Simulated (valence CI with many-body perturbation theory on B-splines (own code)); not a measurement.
Values are calculated unless marked as measured or tabulated.
From CI to CI+MBPT in I XIII

Level of theory: valence CI with perturbative core correlation (CI+MBPT): five valence electrons over a frozen Dirac-Fock core [Kr], a basis of 7 s, 7 p, 8 d, 6 f, 4 g, 1 h functions for each j, with the one-electron correlation potential Σ1 (screened to all orders), the two-electron term Σ2, the three-electron term Σ3, Breit, model QED; selected single and double excitations, second order for the rest, scaled by the run's own slope (own B-spline code, finite nucleus).

No measured spectrum was set against this ion. As an estimate, terms of the open shell hold to 2 to 4 % of their energy, and close levels can change places. Core correlation moves these levels by up to 11000 cm⁻¹, and in measured spectra 5 to 20 % of such shifts remained as error; rates that hang on mixing are uncertain with them. Among the levels kept, up to 390 cm⁻¹ of a level comes from second order outside the variational space, and about a tenth of that is noise between levels of different J, which matters for small intervals. The list stops below the first excitations out of the core. Only levels of the ground parity were solved; by the run's estimate the other parity begins above the list, which can be wrong where configurations are misplaced.

Each rung adds one term. CI alone is the Dirac-Coulomb CI over the frozen core; QED comes last and gives the full result, which names the levels. Energies are above 4d5 6S_5/2 on the same rung, in cm⁻¹.

Names give the largest LS component (configuration and term), which can be under half, so a name can repeat, a term be missing and a line seem to break the LS rules; names also repeat where a configuration has a term twice. Letters in brackets count levels of one name in rising energy.

```tsv
Level	CI alone	Σ1	Σ2	Σ3	Breit	QED	Full
4d5 4G_5/2 [a]	39231	-155	-2443	-2214	+435	-40	34814
4d5 4G_7/2	46400	+105	-3335	-1844	+20	-4.0	41343
4d5 4G_11/2	48191	+172	-3660	-2010	-200	+3.4	42495
4d5 4D_3/2	47296	+37	-1278	-2583	+165	-11	43625
4d5 4G_5/2 [b]	47803	+152	-2202	-1995	-2.2	+4.0	43759
4d5 4G_9/2	49267	+213	-3502	-1692	-195	+11	44102
4d5 4P_1/2	51618	+130	-660	-2554	+12	+4.0	48550
4d5 4D_7/2	57719	+262	-2892	-2210	-212	+19	52686
4d5 4D_5/2	61587	+224	-1681	-2506	-130	+14	57509
4d5 4D_1/2	63406	+371	-1580	-2563	-305	+37	59366
4d5 2I_11/2	68988	+294	-5546	-2657	-260	+14	60832
4d5 4P_3/2	65186	+377	-890	-2572	-360	+40	61781
4d5 2I_13/2	74542	+420	-6015	-2634	-538	+30	65804
4d5 2F_7/2 [a]	72640	+146	-3234	-3566	+39	-6.2	66020
4d5 2G_9/2 [a]	74421	+232	-3783	-2984	-135	+6.3	67758
4d5 4F_3/2	72541	+221	-1307	-3249	-79	+13	68141
4d5 2F_5/2 [a]	73983	+384	-1456	-2672	-258	+30	70011
4d5 4F_5/2	81120	+433	-1648	-3044	-438	+49	76472
4d5 2H_9/2	84333	+377	-2828	-2986	-359	+30	78567
4d5 2G_7/2 [a]	86692	+496	-3386	-3083	-406	+35	80349
4d5 2D_3/2 [a]	88452	+540	-1767	-3636	-492	+55	83152
4d5 2F_5/2 [b]	91177	+420	-3419	-3327	-300	+34	84586
4d5 2F_7/2 [b]	91109	+521	-2325	-3197	-638	+62	85533
4d5 2F_7/2 [c]	97003	+530	-3536	-3377	-518	+50	90152
4d5 2H_11/2	96883	+685	-3227	-3144	-845	+72	90424
4d5 2G_9/2 [b]	98717	+632	-3506	-3109	-704	+65	92096
4d5 2S_1/2	100560	+404	-3805	-4503	-251	+31	92438
4d5 2D_5/2 [a]	104080	+814	-815	-3663	-959	+101	99559
4d5 2D_3/2 [b]	111317	+438	-2586	-4974	-273	+36	103958
4d5 2D_5/2 [b]	117507	+651	-2638	-4293	-621	+66	110672
4d5 2G_9/2 [c]	124576	+540	-4993	-4932	-462	+42	114770
```

The middle columns are the shifts that each term adds.

Task: How does the ionisation energy move along the ladder, and which term matters most?

Result: CI alone 275.47, + Σ1 277.38, + Σ2 279.45, + Σ3 279.46, + Breit 279.51, + QED 279.51 eV. The largest step is Σ2, 2.07 eV, with Σ1 about as large (1.92). NIST lists 279 ± 3 eV (theoretical).
